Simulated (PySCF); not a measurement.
PySCF input (M06-L/def2-TZVPD):

```python
from pyscf import gto, scf, dft

mol = gto.M(
    atom='''
    Sn    0.00000000    0.00000000    0.00000000
    O    -0.00000000   -0.00000000   -1.81395677
    O     0.00000000    0.00000000    1.81395677
    ''',
    basis='def2-tzvpd',
    ecp='def2-tzvp',
    charge=0,
    spin=0,
    verbose=4,
)

mf = dft.RKS(mol, xc='m06l').density_fit(auxbasis='def2-universal-jkfit')
mf.grids.level = 4
mf.conv_tol = 1e-9
mf.max_cycle = 100
mf.max_memory = 1500
mf.kernel()
if not mf.converged:
    mf = mf.newton()
    mf.kernel(mf.make_rdm1())
mf.analyze()
```

End of the output:

```
Extra cycle  E= -364.880872753569  delta_E= 1.08e-10  |g|= 2.36e-05  |ddm|= 2.48e-05
converged SCF energy = -364.880872753569
**** SCF Summaries ****
Total Energy =                        -364.880872753569065
Nuclear Repulsion Energy =             112.022542297565337
One-electron Energy =                 -806.765023155806944
Two-electron Energy =                  329.861608104672541
Two-electron Coulomb Energy =          365.227442229595283
DFT Exchange-Correlation Energy =      -35.365834124922763
HOMO-LUMO gap [eV] =                     3.332223731414776
**** MO energy ****
MO #1   energy= -18.9798813415123  occ= 2
MO #2   energy= -18.9798796538799  occ= 2
MO #3   energy= -5.07003935961952  occ= 2
MO #4   energy= -3.42876284622746  occ= 2
MO #5   energy= -3.42876284622744  occ= 2
MO #6   energy= -3.4119359532282   occ= 2
MO #7   energy= -1.07228507839391  occ= 2
MO #8   energy= -1.03306239548215  occ= 2
MO #9   energy= -1.03306188678353  occ= 2
MO #10  energy= -1.02100319187285  occ= 2
MO #11  energy= -1.02100319187285  occ= 2
MO #12  energy= -0.898899600896048 occ= 2
MO #13  energy= -0.855196929823421 occ= 2
MO #14  energy= -0.427522105383286 occ= 2
MO #15  energy= -0.329675113415277 occ= 2
MO #16  energy= -0.302862182734025 occ= 2
MO #17  energy= -0.302862182734016 occ= 2
MO #18  energy= -0.266998745418882 occ= 2
MO #19  energy= -0.266998745418881 occ= 2
MO #20  energy= -0.144541780934762 occ= 0
MO #21  energy= -0.0902965368190965 occ= 0
MO #22  energy= -0.0902965368190652 occ= 0
MO #23  energy= 0.0190314942245362 occ= 0
MO #24  energy= 0.0305108021734985 occ= 0
MO #25  energy= 0.0624571618864451 occ= 0
MO #26  energy= 0.0624572279169147 occ= 0
MO #27  energy= 0.078489265116883  occ= 0
MO #28  energy= 0.0877931455145451 occ= 0
MO #29  energy= 0.0877931455145806 occ= 0
MO #30  energy= 0.0929505544726159 occ= 0
MO #31  energy= 0.0929505544726429 occ= 0
MO #32  energy= 0.115686220554679  occ= 0
MO #33  energy= 0.157853048779431  occ= 0
MO #34  energy= 0.157853048779485  occ= 0
MO #35  energy= 0.194453115081502  occ= 0
MO #36  energy= 0.199467342602461  occ= 0
MO #37  energy= 0.199467342602484  occ= 0
MO #38  energy= 0.203575414121339  occ= 0
MO #39  energy= 0.230155593704357  occ= 0
MO #40  energy= 0.230155879699596  occ= 0
MO #41  energy= 0.247778535288252  occ= 0
MO #42  energy= 0.313645800037005  occ= 0
MO #43  energy= 0.313645800037024  occ= 0
MO #44  energy= 0.336737427397131  occ= 0
MO #45  energy= 0.346850807005016  occ= 0
MO #46  energy= 0.346851480746691  occ= 0
MO #47  energy= 0.351682196644942  occ= 0
MO #48  energy= 0.477319948446321  occ= 0
MO #49  energy= 0.477320430634462  occ= 0
MO #50  energy= 0.485281503346525  occ= 0
MO #51  energy= 0.501610244437071  occ= 0
MO #52  energy= 0.52913391188337   occ= 0
MO #53  energy= 0.529133911883381  occ= 0
MO #54  energy= 0.555151501454793  occ= 0
MO #55  energy= 0.555151501454795  occ= 0
MO #56  energy= 0.63515750109867   occ= 0
MO #57  energy= 0.635157501098694  occ= 0
MO #58  energy= 0.686680269492895  occ= 0
MO #59  energy= 0.686680269492911  occ= 0
MO #60  energy= 0.695074546589405  occ= 0
MO #61  energy= 0.695074546589459  occ= 0
MO #62  energy= 0.728812725440854  occ= 0
MO #63  energy= 0.768033823990983  occ= 0
MO #64  energy= 0.819579896183384  occ= 0
MO #65  energy= 0.839925144188572  occ= 0
MO #66  energy= 0.83992526333964   occ= 0
MO #67  energy= 0.899065212601482  occ= 0
MO #68  energy= 0.92673039463096   occ= 0
MO #69  energy= 0.926730394631008  occ= 0
MO #70  energy= 1.01316322762204   occ= 0
MO #71  energy= 1.01316322762207   occ= 0
MO #72  energy= 1.13711446874326   occ= 0
MO #73  energy= 1.14904150149903   occ= 0
MO #74  energy= 1.14904150149904   occ= 0
MO #75  energy= 1.15041389911912   occ= 0
MO #76  energy= 1.15041468903668   occ= 0
MO #77  energy= 1.15267319886368   occ= 0
MO #78  energy= 1.36861072724453   occ= 0
MO #79  energy= 1.38950006054627   occ= 0
MO #80  energy= 1.73894636862307   occ= 0
MO #81  energy= 1.73899422004921   occ= 0
MO #82  energy= 1.76384077788002   occ= 0
MO #83  energy= 1.76389080822259   occ= 0
MO #84  energy= 1.89634406391654   occ= 0
MO #85  energy= 1.89634406391656   occ= 0
MO #86  energy= 2.0733730459883    occ= 0
MO #87  energy= 2.07337304598832   occ= 0
MO #88  energy= 2.19745168294527   occ= 0
MO #89  energy= 2.19745168294528   occ= 0
MO #90  energy= 2.22957410481206   occ= 0
MO #91  energy= 2.29646879200652   occ= 0
MO #92  energy= 2.29647044182455   occ= 0
MO #93  energy= 2.33774471167089   occ= 0
MO #94  energy= 2.55524565506652   occ= 0
MO #95  energy= 2.55524565506657   occ= 0
MO #96  energy= 2.59936148789657   occ= 0
MO #97  energy= 2.86430090520319   occ= 0
MO #98  energy= 2.86430090520321   occ= 0
MO #99  energy= 2.98351081173022   occ= 0
MO #100 energy= 2.98351081173023   occ= 0
MO #101 energy= 3.08333938264659   occ= 0
MO #102 energy= 3.19248315831663   occ= 0
MO #103 energy= 3.51129943664933   occ= 0
MO #104 energy= 3.74481828919949   occ= 0
MO #105 energy= 3.86108681908603   occ= 0
MO #106 energy= 5.25643160160099   occ= 0
MO #107 energy= 5.25646286522659   occ= 0
[...]
```
